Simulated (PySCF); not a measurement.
# Mass spectrum arithmetic for `C[SiH2][Si@H]([SiH2]C#N)[SiH2]C=O`

Species: `C[SiH2][Si@H]([SiH2]C#N)[SiH2]C=O`.

Calculated for natural abundance.

(1) Find the molar and monoisotopic masses of C3H11NOSi4.

(2) Give the isotope pattern of the molecular ion M+•, merging species of the same nominal mass.

(3) What resolving power m/Δm just matches the spacing of the species with one 29Si and with one 13C?

(4) Which m/z would the protonated, sodiated and deprotonated molecule have?

(5) Resolve the fine structure: one atom at a time replaced by a minor isotope.

## Answers

(1) For C3H11NOSi4, with standard atomic weights, 3 × 12.011 + 4 × 28.085 + 1 × 14.007 + 1 × 15.999 + 11 × 1.008 = 189.467 g/mol. From the most abundant isotopes (12C, 28Si, 14N, 16O, 1H), 3 × 12.000000 + 4 × 27.976927 + 1 × 14.003074 + 1 × 15.994915 + 11 × 1.007825 = 188.9918 u.

(2) 
| nominal mass | m/z (centroid) | relative intensity |
| --- | --- | --- |
| 189 | 188.9912 | 100.0 |
| 190 | 189.9913 | 24.1 |
| 191 | 190.9887 | 16.0 |
| 192 | 191.9886 | 2.7 |
| 193 | 192.9860 | 0.9 |
| 194 | 193.9860 | 0.1 |

Lines under 0.1 % of the tallest are left out. One electron mass, 0.00055 u, is taken off.

(3) They lie 0.00379 u apart at mass 189.99, so m/Δm is about 50000.

(4) [M+H]+ 189.9990, [M+Na]+ 211.9810, [M−H]− 187.9845, for the monoisotopic species (arithmetic only; whether such ions form is another matter).

(5) Intensity in % of the monoisotopic species:

```tsv
isotope	mass shift (u)	m/z	intensity (%)
15N	+0.99703	189.9883	0.37
29Si	+0.99957	189.9908	20.31
13C	+1.00335	189.9946	3.24
17O	+1.00422	189.9954	0.04
2H	+1.00628	189.9975	0.13
30Si	+1.99684	190.9881	13.39
18O	+2.00425	190.9955	0.21
```

Species under 0.02 % are left out.
